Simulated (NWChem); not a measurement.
**Correlation energy of C2H2N2O**

```xyz
7

C      1.0562     0.0000    -0.2714
N      0.6974     0.0000     0.9792
N     -0.6974     0.0000     0.9792
C     -1.0562     0.0000    -0.2714
O      0.0000     0.0000    -1.1327
H      2.0667     0.0000    -0.6954
H     -2.0667     0.0000    -0.6954
```
Charge 0, spin multiplicity 1.

The numbers come from NWChem runs, not from measurements. The geometry was optimised at PBE/def2-SVP, a minimum by its harmonic frequencies.

Basis set: STO-3G. Each correlation energy counts from its own Hartree-Fock reference.

The correlated methods keep 5 core orbitals frozen. The structure started from a generated list of species. Coupled-cluster values serve here as a point of comparison, not as the truth.

```tsv
method	correlation energy (mHa)
CR-CCSD[T]	-339.4
SCS-MP2	___
CCSD(T)	-341.3
CCSD	___
CCSDT	-342.3
MP2	___
CCSD+T(CCSD)	-342.3
CR-CCSD(T)	___
```

### Question
Complete the blanks.

### Answer

- SCS-MP2, correlation energy (mHa): -292.5
- CCSD, correlation energy (mHa): -330.8
- MP2, correlation energy (mHa): -290.9
- CR-CCSD(T), correlation energy (mHa): -338.7
